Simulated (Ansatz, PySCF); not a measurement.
Potential energy curve for AlH, singlet.

Levels: UMP2/6-31G* = unrestricted MP2 (frozen core)/6-31G*, spherical d (PySCF); RKS-CAM-B3LYP = restricted CAM-B3LYP/aug-cc-pVTZ (Ansatz, a quantum-chemistry and plane-wave program); RKS-PBE = restricted PBE/aug-cc-pVTZ (Ansatz); FCI = full CI/aug-cc-pVTZ, frozen core (Ansatz).

Energies relative to the lowest point of each curve near equilibrium, in kcal/mol:

```json
[
 {"R / Å": "1.41", "UMP2/6-31G*": "11.8", "RKS-CAM-B3LYP": "10.0", "RKS-PBE": "11.3"},
 {"R / Å": "1.51", "UMP2/6-31G*": "4.0", "RKS-CAM-B3LYP": "3.1", "RKS-PBE": "3.9"},
 {"R / Å": "1.56", "UMP2/6-31G*": "1.8", "RKS-CAM-B3LYP": "1.2", "RKS-PBE": "1.8"},
 {"R / Å": "1.66", "UMP2/6-31G*": "0.0", "RKS-CAM-B3LYP": "0.0", "RKS-PBE": "0.0"},
 {"R / Å": "1.85", "UMP2/6-31G*": "2.6", "RKS-CAM-B3LYP": "3.3", "RKS-PBE": "2.3"},
 {"R / Å": "1.91", "UMP2/6-31G*": "4.6", "RKS-CAM-B3LYP": "5.3", "RKS-PBE": "3.9"},
 {"R / Å": "2.25", "UMP2/6-31G*": "20.5", "RKS-CAM-B3LYP": "20.1", "RKS-PBE": "17.0"},
 {"R / Å": "2.98", "UMP2/6-31G*": "51.3", "RKS-CAM-B3LYP": "52.6", "RKS-PBE": "45.8"},
 {"R / Å": "3.33", "UMP2/6-31G*": "55.3", "RKS-CAM-B3LYP": "65.1", "RKS-PBE": "56.4"},
 {"R / Å": "3.71", "UMP2/6-31G*": "57.2", "RKS-CAM-B3LYP": "76.3", "RKS-PBE": "65.3"},
 {"R / Å": "4.41", "UMP2/6-31G*": "58.3", "RKS-CAM-B3LYP": "91.5", "RKS-PBE": "76.3"},
 {"R / Å": "6.61", "UMP2/6-31G*": "58.6", "RKS-CAM-B3LYP": "113.4", "RKS-PBE": "87.7"}
]
```

What does FCI give at the same points?

1.41: 10.2; 1.51: 3.1; 1.56: 1.3; 1.66: 0.0; 1.85: 3.2; 1.91: 5.2; 2.25: 19.6; 2.98: 48.7; 3.33: 58.2; 3.71: 65.0; 4.41: 70.5; 6.61: 72.3 (kcal/mol).

The unrestricted determinant behind UMP2/6-31G* is spin-contaminated at 1.23 to 1.79, 2.51 to 6.61 Å (<S²> up to 1.0, against 0.00 for a pure singlet). The restricted form behind RKS-CAM-B3LYP, RKS-PBE keeps the bonding electrons paired and can't separate into open-shell fragments.
